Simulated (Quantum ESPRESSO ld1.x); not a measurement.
Q: The mean radii <r> (bohr) of the occupied orbitals of an atom or ion are listed with their occupations. All-electron calculation, scalar-relativistic Kohn-Sham, revPBE, spin-unpolarised, spherical densities, point nucleus. Program: ld1.x of Quantum ESPRESSO 7.5.

orbital  occ.      <r>
1s          2  0.02036
2s          2  0.08622
2p          6  0.07646
3s          2   0.2198
3p          6   0.2176
3d          9   0.1956

Name the element and its charge.

A: Z = 68, erbium, charge +41: Er41+ in [Ar] 3d9. The 1s radius gives Z: for a bare nucleus <r> = (2 gamma + 1)/(2Z) with gamma = sqrt(1 - (Z/c)^2), 0.02012 bohr for Z = 68, and screening makes it slightly larger (0.02036 here). The occupations add up to 27, and the charge is Z minus that.
